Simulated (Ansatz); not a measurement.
BrGeH₃, SMILES `[GeH3][Br]`, relaxed with RKS PBE0-D4/def2-TZVP in Ansatz from a PBE-D4/def2-SVP geometry. The force threshold is 0.005 eV/Å; the program also tests the step.

Total charge 0; spin multiplicity 1.

Start:

```xyz
5

Ge    0.155   -0.053   -0.088
Br   -1.784    0.614    1.016
H     0.967    1.222   -0.420
H    -0.275   -0.798   -1.375
H     0.938   -0.985    0.867
```

```json
{"step": "1", "energy (eV)": "-126599.1344", "largest force (eV/Å)": "0.244", "largest move (Å)": "0.000"}
{"step": "2", "energy (eV)": "-126599.1435", "largest force (eV/Å)": "0.066", "largest move (Å)": "0.034"}
{"step": "3", "energy (eV)": "-126599.1444", "largest force (eV/Å)": "0.005", "largest move (Å)": "0.010"}
{"step": "4", "energy (eV)": "-126599.1444", "largest force (eV/Å)": "0.002", "largest move (Å)": "0.001"}
```

End:

```xyz
5

Ge    0.158   -0.055   -0.090
Br   -1.764    0.608    1.005
H     0.955    1.213   -0.414
H    -0.276   -0.790   -1.362
H     0.926   -0.976    0.862
```

Run time 4.6 s (4 threads of an Arm Neoverse V2 on a shared host); peak host memory 0.24 GiB.
